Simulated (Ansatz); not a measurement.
Computed with Ansatz on PBE0-D4/def2-TZVP structures; ΔE is electronic, products minus reactants. CCSD(T)/CBS adds triple-zeta CCSD(T) − MP2 to the extrapolated MP2 energy (def2 sets, frozen cores). This one scheme is used for every species. DFT in def2-TZVPP. B3LYP here is the variant with VWN-RPA as its local correlation; programs differ in this. For Se outer-core shells are correlated without core-valence functions, which leaves a few kJ/mol of doubt a bond. Scalar relativity is left out up to krypton. One conformer a species, not always the lowest.

Reaction (ligand exchange at a B–C bond): `C[BH][AlH][OH]` + H₂Se → `[OH][AlH][BH][SeH]` + CH₄

`C[BH][AlH][OH]`:

Z-matrix (Å, degrees):
```
C
B 1 1.556
H 1 1.093 2 115.0
H 1 1.107 2 101.5 3 113.0
H 1 1.091 2 117.5 3 -132.1
Al 2 2.132 1 125.7 3 153.3
H 2 1.206 1 115.7 3 -30.6
O 6 1.706 2 116.8 1 80.7
H 6 1.599 2 126.0 1 -99.6
H 8 0.956 6 122.6 2 178.9
```

H₂Se:

```xyz
3

Se   -0.091   -0.629    0.253
H    -0.701    0.135   -0.840
H     0.791    0.494    0.587
```

`[OH][AlH][BH][SeH]`:

Cartesian coordinates in Å:
```
O 0.961 1.027 -0.961
Al -0.017 0.970 0.436
B -0.803 -0.963 0.760
Se -0.336 -2.312 -0.492
H 1.399 1.821 -1.263
H -0.196 2.315 1.268
H -1.518 -1.369 1.627
H 0.510 -1.489 -1.375
```

CH₄:

Z-matrix (Å, degrees):
```
C
H 1 1.090
H 1 1.090 2 109.5
H 1 1.090 2 109.5 3 -120.0
H 1 1.090 2 109.5 3 120.0
```

```json
{"level": "r2SCAN-D4", "ΔE (kJ/mol)": "-120.3", "difference from CCSD(T)/CBS": "-0.8"}
{"level": "PBE0-D4", "ΔE (kJ/mol)": "-116.6", "difference from CCSD(T)/CBS": "2.9"}
{"level": "r2SCANh-D4", "ΔE (kJ/mol)": "-119.1", "difference from CCSD(T)/CBS": "0.4"}
{"level": "BHLYP-D4", "ΔE (kJ/mol)": "-111.6", "difference from CCSD(T)/CBS": "7.9"}
{"level": "ωB97X-V", "ΔE (kJ/mol)": "-108.9", "difference from CCSD(T)/CBS": "10.6"}
{"level": "PBE-QIDH", "ΔE (kJ/mol)": "-118.1", "difference from CCSD(T)/CBS": "1.4"}
{"level": "PBE", "ΔE (kJ/mol)": "-117.8", "difference from CCSD(T)/CBS": "1.7"}
{"level": "B3LYP", "ΔE (kJ/mol)": "-109.2", "difference from CCSD(T)/CBS": "10.3"}
{"level": "BHLYP", "ΔE (kJ/mol)": "-106.0", "difference from CCSD(T)/CBS": "13.5"}
{"level": "CAM-B3LYP", "ΔE (kJ/mol)": "-105.7", "difference from CCSD(T)/CBS": "13.8"}
{"level": "HF/def2-SVP", "ΔE (kJ/mol)": "-97.0", "difference from CCSD(T)/CBS": "22.5"}
{"level": "MP2/def2-SVP", "ΔE (kJ/mol)": "-120.6", "difference from CCSD(T)/CBS": "-1.1"}
{"level": "SCS-MP2/def2-TZVPP", "ΔE (kJ/mol)": "-117.8", "difference from CCSD(T)/CBS": "1.7"}
{"level": "HF/def2-QZVPP", "ΔE (kJ/mol)": "-95.2", "difference from CCSD(T)/CBS": "24.3"}
{"level": "MP2/def2-QZVPP", "ΔE (kJ/mol)": "-124.2", "difference from CCSD(T)/CBS": "-4.7"}
{"level": "MP2/CBS(def2)", "ΔE (kJ/mol)": "-124.9", "difference from CCSD(T)/CBS": "-5.4"}
{"level": "CCSD(T)/CBS", "ΔE (kJ/mol)": "-119.5", "difference from CCSD(T)/CBS": "0"}
```

Q: What do rigid-rotor, harmonic-oscillator terms from PBE0-D4/def2-TZVP frequencies (298.15 K, 1 bar) make of the CCSD(T)/CBS value? (Best estimate.)

A: The calculation gave: ΔZPE = +12.5 kJ/mol, ΔH = -108.3 kJ/mol, ΔS = -28 J/(mol·K), ΔG = -99.9 kJ/mol.

Largest T1 diagnostic among the species: 0.014.

From PBE to PBE0 (25 % exact exchange), in def2-TZVPP and without D4, ΔE moves by +3.6 kJ/mol. Leaving LDA and LC-ωPBE aside and taking each functional with its dispersion term where it has one, the values, not all of them listed here, spread over 12.3 kJ/mol, from PBE-D4 to CAM-B3LYP-D4. In def2-TZVPP, CCSD(T) changes the Hartree–Fock value by −22.4 kJ/mol (the triples alone add −5.8 kJ/mol) and MP2 by −27.7 kJ/mol.
